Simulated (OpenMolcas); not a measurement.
**Fe5+, Ru5+, Os5+: d3 down the group**

```yaml
Program: OpenMolcas
Method: SS-CASPT2, IPEA 0.25 Eh, imaginary shift 0.1 Eh
Basis: ANO-R2
Scalar_Hamiltonian: X2C, finite nucleus
Spin-orbit_coupling: state interaction with AMFI integrals over the reference wave functions, term energies averaged over their components
```

Active space for each ion: 3 electrons in 5 orbitals (d); closed shells correlated by CASPT2: Fe5+ 3s 3p; Ru5+ 4s 4p; Os5+ 5s 5p.

Computed levels in cm-1 above 4F 3/2:

```tsv
Level	Fe5+	Ru5+	Os5+
4F 5/2	516	1425	6470
4F 7/2	1210	3150	11590
4F 9/2	2060	5000	14860
4P 1/2	19380	13580	17500
4P 5/2	20190	15710	25260
2G 7/2	20900	15730	23310
2G 9/2	21600	16740	37460
2P 1/2	28350	20920	30320
2H 9/2	28940	21970	24360
weight of 4F in the lowest level (%)	100	98	82
```

Mixed levels, with the weight of the term that names them: Ru5+ 2G 9/2 (73 %), Os5+ 4F 9/2 (56 %), Os5+ 4P 1/2 (72 %), Os5+ 2G 9/2 (58 %), Os5+ 2P 1/2 (72 %), Os5+ 2H 9/2 (57 %).

Measured, with the error of the calculation in %. Measured levels: Fe5+ from Corliss and Sugar, J. Phys. Chem. Ref. Data 11, 135 (1982); Os5+ from the list in Brasseur, Palmeri and Quinet, Atoms 13, 11 (2025).

```
 Level          Fe5+          Os5+
4F 5/2    511 (+0.9)   6397 (+1.1)
4F 7/2   1188 (+1.8)  11444 (+1.3)
4F 9/2   2001 (+2.9)  14678 (+1.2)
4P 1/2  18738 (+3.4)  16772 (+4.4)
4P 5/2  19611 (+3.0)  24828 (+1.7)
2G 7/2  20616 (+1.4)  22920 (+1.7)
2G 9/2  21315 (+1.4)  37019 (+1.2)
2P 1/2  26496 (+7.0)  28860 (+5.1)
2H 9/2  28724 (+0.8)  24028 (+1.4)
```

The fine-structure level 4F 9/2 changes by a factor of 7.21 from Fe5+ to Os5+.

Without spin-orbit coupling 4P lies 18710, 11940, 11450 cm-1 above 4F in that order; the difference to the level 4P 1/2, of either sign, comes from spin-orbit coupling, which also lowers the zero.

CASPT2 does not keep the components of a term degenerate, so their means are used; among the terms shown or strongly mixed into the levels shown the widest spread is 970 cm-1 (5d3 2H, Os5+). The CASPT2 spread within a term exceeds the gap to the next term for 3d3 2P and 3d3 2H, so the order of their levels is uncertain (figures for Fe5+; the like holds for Ru5+, Os5+). Computed and measured levels are paired by configuration, term and J; levels that our copy of the source lacks, or whose pairing is in doubt (as where it misses far off the trend of its configuration), stay unpaired and out of the deviations. Only configurations of the active space appear.
